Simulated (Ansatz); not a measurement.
Steps of a relaxation of `C=C(C)[C](=N)[AlH2]` with RKS PBE0-D4/def2-TZVP.

```sh
$ ansatz run in.yaml --threads 4 --pin off --events-out ev --progress --plain --max-ram 10444MiB
```

```yaml
crystal:
  periodic: [false, false, false]
  atoms:
    - {symbol: C, position_ang: [0.607075, -1.554151, -1.306127]}
    - {symbol: C, position_ang: [0.325474, -0.709091, -0.288898]}
    - {symbol: C, position_ang: [0.695415, -0.999965, 1.142523]}
    - {symbol: C, position_ang: [-0.389676, 0.584657, -0.552837]}
    - {symbol: N, position_ang: [-0.722429, 0.878530, -1.774097]}
    - {symbol: Al, position_ang: [-0.882712, 1.929732, 0.854444]}
    - {symbol: H, position_ang: [1.130418, -2.508297, -1.133006]}
    - {symbol: H, position_ang: [0.311537, -1.289277, -2.333091]}
    - {symbol: H, position_ang: [1.227445, -1.965118, 1.243102]}
    - {symbol: H, position_ang: [1.347343, -0.204721, 1.566322]}
    - {symbol: H, position_ang: [-0.204086, -1.037625, 1.796373]}
    - {symbol: H, position_ang: [-1.210190, 1.793065, -1.815435]}
    - {symbol: H, position_ang: [-1.656871, 3.174421, 0.197824]}
    - {symbol: H, position_ang: [-0.591743, 1.878640, 2.431704]}
basis:
  gaussian: {orbitals: def2-TZVP}
hamiltonian: {xc: pbe0, dispersion: d4}
relax: {f_tol: 0.005, max_steps: 150}
```

Positions (Å) and forces (eV/Å) along the path, 7 of 7 steps:

```xyz
14
step=1 energy=-12355.9186 eV
C     0.607   -1.554   -1.306   -0.109    0.367    0.465
C     0.325   -0.709   -0.289    0.137   -0.466   -0.674
C     0.695   -1.000    1.143    0.030   -0.012    0.243
C    -0.390    0.585   -0.553   -0.131    0.053   -0.686
N    -0.722    0.879   -1.774    0.002    0.285    1.051
Al   -0.883    1.930    0.854   -0.043    0.045   -0.127
H     1.130   -2.508   -1.133   -0.288    0.524   -0.092
H     0.312   -1.289   -2.333    0.168   -0.165    0.556
H     1.227   -1.965    1.243   -0.261    0.463   -0.088
H     1.347   -0.205    1.566   -0.292   -0.369   -0.228
H    -0.204   -1.038    1.796    0.412    0.011   -0.332
H    -1.210    1.793   -1.815    0.291   -0.533    0.059
H    -1.657    3.174    0.198    0.105   -0.169    0.084
H    -0.592    1.879    2.432   -0.022   -0.034   -0.231
14
step=2 energy=-12355.9803 eV
C     0.605   -1.543   -1.292   -0.048    0.095    0.100
C     0.324   -0.706   -0.289    0.027   -0.102   -0.129
C     0.692   -0.996    1.134    0.020   -0.010    0.096
C    -0.388    0.581   -0.544   -0.013   -0.009   -0.135
N    -0.719    0.879   -1.750   -0.046    0.167    0.251
Al   -0.886    1.929    0.839    0.024   -0.059   -0.045
H     1.122   -2.485   -1.117   -0.073    0.139   -0.034
H     0.312   -1.288   -2.308    0.059   -0.057    0.132
H     1.216   -1.953    1.226   -0.071    0.127   -0.019
H     1.342   -0.212    1.550   -0.093   -0.110   -0.065
H    -0.198   -1.034    1.780    0.127    0.010   -0.100
H    -1.200    1.785   -1.784    0.080   -0.175   -0.040
H    -1.652    3.162    0.187    0.018   -0.028    0.009
H    -0.585    1.853    2.397   -0.011    0.013   -0.021
14
step=3 energy=-12355.9844 eV
C     0.600   -1.540   -1.288    0.041    0.035   -0.017
C     0.321   -0.706   -0.289    0.005    0.015    0.010
C     0.691   -0.995    1.131   -0.012   -0.006   -0.001
C    -0.387    0.581   -0.543    0.003   -0.037   -0.015
N    -0.719    0.880   -1.745   -0.017    0.018    0.061
Al   -0.881    1.920    0.839   -0.004    0.003   -0.009
H     1.119   -2.476   -1.114   -0.006   -0.022   -0.001
H     0.321   -1.285   -2.303   -0.020   -0.022   -0.010
H     1.209   -1.949    1.223    0.003   -0.008    0.000
H     1.341   -0.215    1.542    0.009    0.009   -0.001
H    -0.195   -1.028    1.775   -0.010   -0.001    0.010
H    -1.203    1.779   -1.782    0.012    0.006   -0.028
H    -1.644    3.149    0.183   -0.006    0.010   -0.003
H    -0.587    1.855    2.398    0.001    0.000    0.005
14
step=4 energy=-12355.9842 eV rejected
C     0.608   -1.536   -1.289   -0.079   -0.036   -0.009
C     0.325   -0.704   -0.290   -0.020    0.006    0.020
C     0.692   -0.995    1.131    0.012    0.008   -0.013
C    -0.388    0.580   -0.541    0.031   -0.010    0.005
N    -0.720    0.881   -1.742    0.018    0.011    0.002
Al   -0.884    1.920    0.839   -0.001    0.009    0.002
H     1.117   -2.477   -1.114    0.034   -0.008   -0.002
H     0.309   -1.293   -2.301    0.034    0.015   -0.019
H     1.211   -1.949    1.222    0.010   -0.018    0.002
H     1.341   -0.216    1.543    0.016    0.015    0.012
H    -0.194   -1.029    1.774   -0.019    0.000    0.008
H    -1.194    1.784   -1.783   -0.033    0.005   -0.012
H    -1.646    3.149    0.183   -0.002    0.005   -0.004
H    -0.591    1.856    2.398   -0.001   -0.001    0.006
14
step=5 energy=-12355.9848 eV
C     0.605   -1.538   -1.289   -0.001   -0.003    0.002
C     0.323   -0.706   -0.289    0.015   -0.026    0.013
C     0.692   -0.997    1.132    0.002    0.004   -0.009
C    -0.387    0.579   -0.540   -0.017    0.033    0.002
N    -0.722    0.881   -1.741    0.002   -0.004    0.000
Al   -0.883    1.922    0.839    0.000   -0.001   -0.007
H     1.121   -2.476   -1.115   -0.001    0.002    0.000
H     0.318   -1.289   -2.304    0.001    0.002   -0.001
H     1.207   -1.953    1.222   -0.001   -0.001    0.002
H     1.346   -0.219    1.542    0.000   -0.001   -0.003
H    -0.194   -1.026    1.776   -0.001   -0.001   -0.002
H    -1.202    1.782   -1.781    0.000   -0.001   -0.001
H    -1.643    3.152    0.180    0.001   -0.002   -0.001
H    -0.593    1.859    2.398    0.000   -0.001    0.004
14
step=6 energy=-12355.9849 eV
C     0.604   -1.538   -1.289   -0.001    0.002    0.000
C     0.323   -0.706   -0.289    0.007   -0.013    0.004
C     0.692   -0.997    1.132    0.000    0.002   -0.003
C    -0.388    0.580   -0.540   -0.005    0.012    0.000
N    -0.722    0.881   -1.740    0.001   -0.001    0.003
Al   -0.883    1.923    0.839    0.000   -0.002   -0.004
H     1.120   -2.476   -1.115    0.000    0.000    0.000
H     0.318   -1.289   -2.304    0.000    0.000    0.000
H     1.207   -1.953    1.222    0.000   -0.001    0.000
H     1.346   -0.219    1.542    0.000    0.000    0.000
H    -0.193   -1.026    1.776    0.000    0.000    0.000
H    -1.202    1.782   -1.781   -0.001    0.000   -0.001
H    -1.643    3.152    0.179    0.001    0.000    0.000
H    -0.594    1.859    2.399   -0.001    0.001    0.001
14
step=7 energy=-12355.9849 eV
C     0.604   -1.538   -1.289   -0.001    0.002   -0.001
C     0.323   -0.706   -0.289    0.000   -0.001    0.000
C     0.693   -0.997    1.132   -0.001    0.001    0.000
C    -0.388    0.580   -0.540    0.001   -0.001    0.000
N    -0.722    0.881   -1.740    0.000    0.000    0.001
Al   -0.883    1.923    0.839    0.000    0.000    0.000
H     1.120   -2.476   -1.116    0.000    0.000    0.000
H     0.318   -1.288   -2.304    0.000    0.000    0.000
H     1.207   -1.954    1.222    0.000    0.000    0.000
H     1.347   -0.220    1.542    0.000    0.000    0.000
H    -0.193   -1.027    1.776    0.000    0.000    0.001
H    -1.202    1.781   -1.781    0.000    0.000   -0.001
H    -1.642    3.153    0.178    0.000    0.000   -0.001
H    -0.595    1.860    2.399    0.000    0.000    0.000
```

It took 49 s on 4 threads of an Intel Xeon Platinum 8375C on a shared host, with 0.77 GiB of host memory at the peak.
